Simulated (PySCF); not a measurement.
C4H4F2, SMILES C(=C/F)/C(=C)F.

Geometry: B3LYP-D3(BJ)/def2-SVP. The structure was generated by enumeration; whether it is a known compound was not checked. One conformer was computed; it need not be the lowest.

Calculation: SMD-B3LYP/6-31G* (PySCF).

Solvation free energies are E(SMD) − E(gas) at the gas-phase geometry, for 1 M in both phases. In vacuum the dipole moment is 2.28 D.

```json
[
 {"solvent": "water", "ΔG(solv) (kcal/mol)": "0.5", "its non-electrostatic (CDS) part": "5.0", "dipole (D)": "2.99"},
 {"solvent": "acetonitrile", "ΔG(solv) (kcal/mol)": "___", "its non-electrostatic (CDS) part": "___", "dipole (D)": "___"},
 {"solvent": "tetrahydrofuran", "ΔG(solv) (kcal/mol)": "-2.5", "its non-electrostatic (CDS) part": "1.0", "dipole (D)": "2.84"}
]
```

Q: Complete the blanks. (An estimate is asked for; the answer gives what the named calculation found.)

A: 
- acetonitrile, ΔG(solv) (kcal/mol): -3.2
- acetonitrile, its non-electrostatic (CDS) part: 1.1
- acetonitrile, dipole (D): 2.97
